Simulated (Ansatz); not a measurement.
Basis sets compared for ZrAg₄⁺. Total charge 1; doublet. Geometry r2SCAN-D4/def2-SVP. Ansatz on 4 threads of Arm Neoverse V1 on a shared host; times are rough, and most runs start from earlier orbitals.

```
atom    x (Å)    y (Å)    z (Å)
 Zr1  -0.2319   0.6001  -0.9485
 Ag2   1.1903   1.8853   1.0832
 Ag3  -2.6536   0.4053   0.0928
 Ag4   1.2889  -0.7848   0.9611
 Ag5   0.4063  -2.1059  -1.1886
```

In the def2 sets Ag, Zr take a core potential; there is no spin–orbit coupling. Another isomer (doublet) lies 0.23 eV lower at PBE0-D4/def2-TZVP; other spin states weren't run for this one.

```json
{"level": "PBE-D4/def2-SVP", "functions": "155", "energy (Eh)": "-634.7465", "HOMO (eV)": "-8.55", "LUMO (eV)": "-8.03", "wall time": "9 s"}
{"level": "PBE0-D4/def2-SVP", "functions": "155", "energy (Eh)": "-634.6279", "HOMO (eV)": "-9.38", "LUMO (eV)": "-6.89", "wall time": "18 s"}
```

Problem. Estimate the rows for PBE-D4/def2-TZVP (with forces), PBE0-D4/def2-TZVP.

Solution. 
| level | functions | energy (Eh) | HOMO (eV) | LUMO (eV) | wall time |
| --- | --- | --- | --- | --- | --- |
| PBE-D4/def2-TZVP (with forces) | 200 | -634.9156 | -8.55 | -8.03 | 11 s |
| PBE0-D4/def2-TZVP | 200 | -634.7899 | -9.39 | -6.88 | 41 s |
